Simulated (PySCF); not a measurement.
Vertical excitations of a molecule C3H10OSi2 from TDA-PBE/def2-SVPD (PySCF), as energy in eV (oscillator strength): 5.28 (0.001), 5.44 (0.047), 5.88 (0.002), 6.09 (0.000), 6.30 (0.017), 6.39 (0.031). Lowest triplet (TDA): 4.29 eV. Geometry optimised at ωB97X-D3(BJ)/def2-SVP. One conformer was computed; it need not be the lowest.

Task: Identify the compound among the candidates.
A) C=C[SiH2][SiH2]OC
B) C=C[SiH2]CO[SiH3]
C) C[SiH2][C@H]1OC[SiH2]1
D) [SiH3][C@@H]1CO[C@@H]1[SiH3]

Result: B, C=C[SiH2]CO[SiH3]
